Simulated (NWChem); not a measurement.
System: C2H6O2Si; SMILES C[Si@@H](O)C=O

NWChem input:

```
start job
memory heap 200 mb stack 900 mb global 1100 mb
geometry units angstroms noautosym nocenter noautoz
  C     -0.916847    -1.815578    -0.448002
  Si     0.072877    -0.502771     0.433618
  O      1.589117    -0.290347    -0.209779
  C     -0.673884     1.260493     0.164577
  O      0.052141     2.083135    -0.352553
  H     -0.417513    -2.793433    -0.362147
  H     -1.023458    -1.581654    -1.518091
  H     -1.921380    -1.911654    -0.005878
  H      0.119047    -0.789584     1.899992
  H      1.686735     0.635673    -0.484914
  H     -1.719847     1.556281     0.452363
end
basis spherical
  * library pcsseg-1
end
dft
  xc pbe0
  iterations 150
end
property
  shielding
end
task dft property
```

Excerpt of the output:

```
             Northwest Computational Chemistry Package (NWChem) 7.3.0
             --------------------------------------------------------

                             Geometry "geometry" -> ""
                             -------------------------

 Output coordinates in angstroms (scale by  1.889725989 to convert to a.u.)

  No.       Tag          Charge          X              Y              Z
 ---- ---------------- ---------- -------------- -------------- --------------
    1 C                    6.0000    -0.91684700    -1.81557800    -0.44800200
    2 Si                  14.0000     0.07287700    -0.50277100     0.43361800
    3 O                    8.0000     1.58911700    -0.29034700    -0.20977900
    4 C                    6.0000    -0.67388400     1.26049300     0.16457700
    5 O                    8.0000     0.05214100     2.08313500    -0.35255300
    6 H                    1.0000    -0.41751300    -2.79343300    -0.36214700
    7 H                    1.0000    -1.02345800    -1.58165400    -1.51809100
    8 H                    1.0000    -1.92138000    -1.91165400    -0.00587800
    9 H                    1.0000     0.11904700    -0.78958400     1.89999200
   10 H                    1.0000     1.68673500     0.63567300    -0.48491400
   11 H                    1.0000    -1.71984700     1.55628100     0.45236300

 Effective nuclear repulsion energy (a.u.)     228.5281724698

                              NWChem Property Module
                              ----------------------

  itol2e modified to match energy
  convergence criterion.

                                 NWChem DFT Module
                                 -----------------

 Summary of "ao basis" -> "ao basis" (spherical)
 ------------------------------------------------------------------------------
       Tag                 Description            Shells   Functions and Types
 ---------------- ------------------------------  ------  ---------------------
 C                          pcsseg-1                 7       17   3s3p1d
 Si                         pcsseg-1                10       24   4s5p1d
 O                          pcsseg-1                 7       17   3s3p1d
 H                          pcsseg-1                 3        5   2s1p

  itol2e modified to match energy
  convergence criterion.

[...]

          -----------------------------------------
          Chemical Shielding Tensors (GIAO, in ppm)
          -----------------------------------------

                                NWChem CPHF Module
                                ------------------

  scftype          =     RHF
  nclosed          =       24
  nopen            =        0
  variables        =     2352
  # of vectors     =        3
  tolerance        = 0.10D-03
  level shift      = 0.00D+00
  max iterations   =       50
  max subspace     =       30

 SCF residual:    5.6378057865297597E-005

Iterative solution of linear equations
  No. of variables     2352
  No. of equations        3
  Maximum subspace       30
        Iterations       50
       Convergence  1.0D-04

   iter   nsub   residual    time
   ----  ------  --------  ---------
     1      3    9.36D-01      75.3
     2      6    1.55D-01      83.7
     3      9    8.62D-03      92.9
     4     12    8.69D-04     100.9
     5     15    3.42D-05     108.1

      Atom:    1  C
        Diamagnetic
    256.0767      3.3870      1.1377
      3.3870    259.0270      2.4621
      1.1377      2.4621    254.4590

        Paramagnetic
    -62.9562      1.7868     -4.5680
      1.7868    -81.3320      3.3484
     -4.5680      3.3484    -64.0450

        Total Shielding Tensor
    193.1205      5.1738     -3.4304
      5.1738    177.6950      5.8105
     -3.4304      5.8105    190.4140

           isotropic =     187.0765
          anisotropy =      12.7216

          Principal Components and Axis System
                 1           2           3
              195.5576    192.1200    173.5520

      1         0.8765      0.3787     -0.2972
      2         0.1007      0.4595      0.8825
      3        -0.4707      0.8034     -0.3646

      Atom:    2  Si
        Diamagnetic
    881.7542      0.7236     -0.7507
      0.7236    883.0199      0.0682
     -0.7507      0.0682    875.7731

        Paramagnetic
   -450.0051     25.8189    -13.5811
     25.8189   -559.8435     37.5499
    -13.5811     37.5499   -509.8588

        Total Shielding Tensor
    431.7491     26.5425    -14.3318
     26.5425    323.1764     37.6181
    -14.3318     37.6181    365.9143

           isotropic =     373.6133
          anisotropy =      97.1752

          Principal Components and Axis System
                 1           2           3
              438.3967    387.7920    294.6510

      1         0.9765     -0.0177     -0.2148
      2         0.1949      0.4976      0.8452
      3        -0.0919      0.8672     -0.4894

      Atom:    3  O
        Diamagnetic
    400.5958      5.1404    -10.5276
      5.1404    394.1400     -6.5083
    -10.5276     -6.5083    378.2689

        Paramagnetic
    -99.2570      0.9141     30.1772
      0.9141    -56.2004     12.0055
     30.1772     12.0055    -40.9029

        Total Shielding Tensor
    301.3388      6.0545     19.6495
      6.0545    337.9396      5.4972
     19.6495      5.4972    337.3660

           isotropic =     325.5481
          anisotropy =      37.4503

          Principal Components and Axis System
                 1           2           3
              350.5150    333.6832    292.4462

      1         0.3718     -0.1448      0.9169
      2         0.5163      0.8532     -0.0747
      3         0.7715     -0.5012     -0.3920

      Atom:    4  C
        Diamagnetic
    255.3051      1.5507     -6.6772
      1.5507    262.8685     -6.7940
     -6.6772     -6.7940    242.8260

[...]
```

Level: PBE0/pcSseg-1, GIAO. Coordinates come from a PBE0/def2-SVP optimisation. The printed shielding anisotropy is the first printed principal value minus the mean of the other two.
